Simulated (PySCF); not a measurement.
PySCF 2.14 output of an unrestricted HSE06 calculation on a single atom or ion in x2c-TZVPPall (11s7p7d4f2g, 113 functions), with the spin-free X2C one-electron Hamiltonian (Gaussian nucleus):

```
SCF conv_tol = 1e-09
number electrons alpha = 35  beta = 33
    J. Heyd, G. E. Scuseria, and M. Ernzerhof.,  J. Chem. Phys. 118, 8207 (2003)
    J. Heyd, G. E. Scuseria, and M. Ernzerhof.,  J. Chem. Phys. 124, 219906 (2006)
    A. V. Krukau, O. A. Vydrov, A. F. Izmaylov, and G. E. Scuseria.,  J. Chem. Phys. 125, 224106 (2006)
cycle= 1 E= -13566.5138030566  delta_E= 0.000757  |g|= 0.651  |ddm|= 0.439
cycle= 2 E= -13566.3546433869  delta_E= 0.159  |g|= 1.57  |ddm|= 0.592
cycle= 3 E= -13566.5501967377  delta_E= -0.196  |g|= 0.05  |ddm|= 0.379
cycle= 4 E= -13566.5504990653  delta_E= -0.000302  |g|= 0.00915  |ddm|= 0.0268
cycle= 5 E= -13566.5505076572  delta_E= -8.59e-06  |g|= 0.000113  |ddm|= 0.00385
cycle= 6 E= -13566.5505076604  delta_E= -3.2e-09  |g|= 4.44e-05  |ddm|= 0.000124
cycle= 7 E= -13566.5505076607  delta_E= -2.87e-10  |g|= 4.09e-06  |ddm|= 2.85e-05
converged SCF energy = -13566.5505076607  <S^2> = 2.0004003  2S+1 = 3.0002668
```

The run itself started from symmetry-adapted Hartree-Fock orbitals and held the occupation by maximum overlap, on a logarithmic radial grid, so the iterations belong to that start.

Q: Which element, charge and spin multiplicity is this?

A: Tm⁺ (thulium, charge +1), multiplicity 3; the state was [Xe] 4f13 6s1, high-spin 3F determinant.

Spin-orbit coupling, absent here, splits the open shell strongly.
